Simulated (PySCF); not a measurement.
C2H6F2OSi, SMILES OC[Si@H](F)CF.

Coordinates come from a TPSSh-D3(BJ)/def2-SVP optimisation. The structure was generated by enumeration; whether it is a known compound was not checked. Other conformers were not sampled.

All values below come from TPSSh-D3(BJ)/def2-SVP (PySCF 2.14.0).

Frequencies are harmonic and unscaled.

Task: List the normal modes with their intensities. (Estimate from the structure and the level; the computed values follow.)

Result: 
```json
[
 {"mode": "1", "ν (cm⁻¹)": "69", "IR (km/mol)": "2.9", "moving atoms (share of kinetic energy)": "F 37 %, O 36 %, H 13 %, Si 8 %"},
 {"mode": "2", "ν (cm⁻¹)": "80", "IR (km/mol)": "10.7", "moving atoms (share of kinetic energy)": "F 35 %, H 26 %, C 26 %"},
 {"mode": "3", "ν (cm⁻¹)": "123", "IR (km/mol)": "0.7", "moving atoms (share of kinetic energy)": "C 31 %, H 30 %, F 21 %, O 11 %"},
 {"mode": "4", "ν (cm⁻¹)": "146", "IR (km/mol)": "11.3", "moving atoms (share of kinetic energy)": "F 44 %, O 28 %, Si 11 %, C 10 %, H 8 %"},
 {"mode": "5", "ν (cm⁻¹)": "224", "IR (km/mol)": "12.1", "moving atoms (share of kinetic energy)": "H 40 %, F 26 %, Si 22 %, C 11 %"},
 {"mode": "6", "ν (cm⁻¹)": "288", "IR (km/mol)": "43.9", "moving atoms (share of kinetic energy)": "F 52 %, H 19 %, C 15 %, Si 9 %"},
 {"mode": "7", "ν (cm⁻¹)": "319", "IR (km/mol)": "30.5", "moving atoms (share of kinetic energy)": "H 48 %, C 20 %, O 17 %, Si 14 %"},
 {"mode": "8", "ν (cm⁻¹)": "334", "IR (km/mol)": "71.2", "moving atoms (share of kinetic energy)": "H 42 %, F 21 %, Si 14 %, O 13 %, C 11 %"},
 {"mode": "9", "ν (cm⁻¹)": "615", "IR (km/mol)": "14.3", "moving atoms (share of kinetic energy)": "H 46 %, C 40 %, Si 9 %"},
 {"mode": "10", "ν (cm⁻¹)": "682", "IR (km/mol)": "29.4", "moving atoms (share of kinetic energy)": "H 67 %, C 26 %"},
 {"mode": "11", "ν (cm⁻¹)": "739", "IR (km/mol)": "36.9", "moving atoms (share of kinetic energy)": "C 41 %, Si 36 %, H 21 %"},
 {"mode": "12", "ν (cm⁻¹)": "773", "IR (km/mol)": "32.3", "moving atoms (share of kinetic energy)": "H 58 %, C 23 %, Si 15 %"},
 {"mode": "13", "ν (cm⁻¹)": "841", "IR (km/mol)": "2.9", "moving atoms (share of kinetic energy)": "H 54 %, F 31 %, Si 8 %"},
 {"mode": "14", "ν (cm⁻¹)": "883", "IR (km/mol)": "136.9", "moving atoms (share of kinetic energy)": "H 69 %, C 15 %, Si 12 %"},
 {"mode": "15", "ν (cm⁻¹)": "928", "IR (km/mol)": "177.8", "moving atoms (share of kinetic energy)": "Si 38 %, H 34 %, F 21 %"},
 {"mode": "16", "ν (cm⁻¹)": "1030", "IR (km/mol)": "62.5", "moving atoms (share of kinetic energy)": "C 51 %, F 41 %"},
 {"mode": "17", "ν (cm⁻¹)": "1054", "IR (km/mol)": "74.0", "moving atoms (share of kinetic energy)": "O 45 %, C 43 %, H 11 %"},
 {"mode": "18", "ν (cm⁻¹)": "1147", "IR (km/mol)": "39.0", "moving atoms (share of kinetic energy)": "H 94 %"},
 {"mode": "19", "ν (cm⁻¹)": "1223", "IR (km/mol)": "5.9", "moving atoms (share of kinetic energy)": "H 91 %"},
 {"mode": "20", "ν (cm⁻¹)": "1297", "IR (km/mol)": "1.7", "moving atoms (share of kinetic energy)": "H 74 %, C 23 %"},
 {"mode": "21", "ν (cm⁻¹)": "1313", "IR (km/mol)": "0.2", "moving atoms (share of kinetic energy)": "H 74 %, C 24 %"},
 {"mode": "22", "ν (cm⁻¹)": "1377", "IR (km/mol)": "33.9", "moving atoms (share of kinetic energy)": "H 83 %, C 10 %"},
 {"mode": "23", "ν (cm⁻¹)": "1456", "IR (km/mol)": "3.8", "moving atoms (share of kinetic energy)": "H 94 %"},
 {"mode": "24", "ν (cm⁻¹)": "1470", "IR (km/mol)": "5.2", "moving atoms (share of kinetic energy)": "H 94 %"},
 {"mode": "25", "ν (cm⁻¹)": "2271", "IR (km/mol)": "130.6", "moving atoms (share of kinetic energy)": "H 97 %"},
 {"mode": "26", "ν (cm⁻¹)": "2976", "IR (km/mol)": "30.3", "moving atoms (share of kinetic energy)": "H 94 %"},
 {"mode": "27", "ν (cm⁻¹)": "3031", "IR (km/mol)": "19.4", "moving atoms (share of kinetic energy)": "H 95 %"},
 {"mode": "28", "ν (cm⁻¹)": "3077", "IR (km/mol)": "10.5", "moving atoms (share of kinetic energy)": "H 91 %, C 9 %"},
 {"mode": "29", "ν (cm⁻¹)": "3089", "IR (km/mol)": "18.5", "moving atoms (share of kinetic energy)": "H 90 %, C 10 %"},
 {"mode": "30", "ν (cm⁻¹)": "3776", "IR (km/mol)": "27.8", "moving atoms (share of kinetic energy)": "H 94 %"}
]
```
